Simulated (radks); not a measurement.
Charge is removed step by step from the 2s level of neutral beryllium, starting from [He] 2s2. Method: non-relativistic Kohn-Sham, BLYP, spin-unpolarised, spherical densities, point nucleus; computed with a radial shooting solver on a logarithmic mesh with Libxc functionals.

\begin{tabular}{lrrr}
removed (e) & E - E(0) (eV) & eigenvalue (eV) & E minus straight line (eV) \\ \hline
0 & 0.000 & -5.467 & 0.000 \\
0.1 & 0.584 & -6.216 & -0.360 \\
0.2 & 1.244 & -6.983 & -0.644 \\
0.3 & 1.981 & -7.766 & -0.850 \\
0.4 & 2.798 & -8.566 & -0.977 \\
0.5 & 3.695 & -9.380 & -1.024 \\
0.6 & 4.674 & -10.207 & -0.988 \\
0.7 & 5.737 & -11.048 & -0.869 \\
0.8 & 6.884 & -11.901 & -0.666 \\
0.9 & 8.117 & -12.764 & -0.376 \\
1 & 9.437 & -13.636 & 0.000 \\
\end{tabular}

Removing the whole electron costs 9.437 eV by Delta-SCF, against 5.467 eV from minus the eigenvalue at the starting occupation. Slater's transition state (half an electron removed) gives 9.380 eV. Integrating minus the eigenvalue over the occupation (Janak's theorem) gives 9.437 eV. The mean slope of the eigenvalue, de/dn, is 8.17 eV per electron. Ionisation energy of Be in the NIST Atomic Spectra Database: 9.323 eV (measured).

Beside tabulated values, note that spin-unpolarised runs miss the spin-polarisation part of the exchange energy of open shells.
